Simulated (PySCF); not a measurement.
Si(CF3)(Cl)(H)2 (CH₂ClF₃Si), SMILES FC(F)(F)[SiH2]Cl. Heavy atoms are numbered as in [SiH2:1]([Cl:2])[C:3]([F:4])([F:5])[F:6]. Hydrogens are named by the atom that carries them.

Coordinates come from a PBE0-D3(BJ)/def2-SVP optimisation.

Calculation: PBE/def2-TZVP in PySCF.

ESP charges are fitted to the potential on shells at 1.4 to 2.0 van der Waals radii. Atomic charges (e), one atom of each kind:

```
atom        Löwdin  ESP fit  meta-Löwdin
----------  ------  -------  -----------
Si1 (SiH2)    0.00    -0.01         0.60
Cl2           0.25    -0.05        -0.25
C3           -0.86     0.34         0.53
F4            0.22    -0.13        -0.25
H on Si1     -0.02     0.05        -0.07
```

Task: Give the Mayer and Wiberg (Löwdin basis) orders of the bonds. (The exact figures need the calculation; the answer reports its results.)

Result: 
| bond | Mayer | Wiberg |
|---|---|---|
| Si1–Cl2 | 1.21 | 1.89 |
| Si1–C3 | 0.92 | 1.02 |
| C3–F4 | 1.15 | 1.81 |
| C3–F5 | 1.15 | 1.81 |
| C3–F6 | 1.13 | 1.79 |
